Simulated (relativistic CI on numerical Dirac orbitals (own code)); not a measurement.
V⁺ in a cubic cluster: L2,3 absorption with charge transfer

Computed with a charge-transfer multiplet model of a cubic metal-ligand cluster with up to one ligand hole, Slater and spin-orbit integrals from Dirac-Coulomb-Breit ions, Slater integrals scaled by 0.7. The ground state mixes d4 with configurations of k ligand holes L, whose averages lie at kΔ + k(k − 1)U_dd/2; a core hole lowers each added d electron by U_cd. 300 K, Lorentzian 0.4 eV and Gaussian 0.3 eV FWHM.

Atomic integrals in eV (Slater integrals scaled, ζ unscaled), ground: F2dd 5.287, F4dd 3.249, zeta_d 0.015; with the core hole: F2dd 5.983, F4dd 3.687, zeta_d 0.025, zeta_core 4.617, F2cd 3.277, G1cd 2.317, G3cd 1.313.

Cluster parameters (eV): Δ = 6.6, U_dd = 5.4, U_cd = 6.9, 10Dq(ligand) = 0.9, V(eg) = 2.7, V(t2g) = -1.26, final-state hopping factor = 0.9.

Weights, n_d and S are thermal averages at 300 K. Photon energies count from the first peak over 30 % of the highest in each spectrum, which can be another peak from case to case. The parameters are a model scan and need not match a compound or its usual spin state. Peaks in eV (height, largest 100): 0.0 (58), 1.0 (100), 5.8 (16), 6.9 (29), 8.4 (38).

(1) Which parameters give this spectrum?
A. 10Dq = 0.6 eV
B. 10Dq = 1.5 eV
C. 10Dq = 0.9 eV

Answers

(1) A. 10Dq = 0.6 eV; the ground state then has 4.23 d electrons and S = 2.00. The choice follows from running the model for each set and comparing peak positions and heights. The space is cut while the next configuration still counts.
